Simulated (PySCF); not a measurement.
Computed with delta-SCF UKS SCAN, pcX-2 on the ionised atom, pcseg-1 elsewhere, spin-free X2C in PySCF. Geometries: PBE0-D3(BJ)/def2-SVP; isolated species, one conformer each. Kα1 is taken as the energy difference of the 1s-hole and 2p3/2-hole states at the ground state's geometry. Spin–orbit and ligand-field terms were added within each 2p shell after the spin-free SCF.

```tsv
site	Si 2p3/2 (eV)
silicon in `FC/C=N\[SiH3]`	106.86
silicon in `B/C=C/O[SiH3]`	108.18
silicon in `C=N[Si@@H](C)F`	107.75
```

Task: What are the Si 1s binding energies, and the Kα1 emission energies that follow?

Result: 
| site | bonded to | 1s (eV) | 2p3/2 (eV) | Kα1 = 1s − 2p3/2 (eV) |
| --- | --- | --- | --- | --- |
| silicon in `FC/C=N\[SiH3]` | N and 3 H | 1846.71 | 106.86 | 1739.85 |
| silicon in `C=N[Si@@H](C)F` | F, N, C and H | 1847.72 | 107.75 | 1739.97 |
| silicon in `B/C=C/O[SiH3]` | O and 3 H | 1848.06 | 108.18 | 1739.88 |

Ranges: 1s 1.35 eV, 2p3/2 1.32 eV, Kα1 0.12 eV. A straight-line fit of 1s on 2p3/2 has slope 1.04.
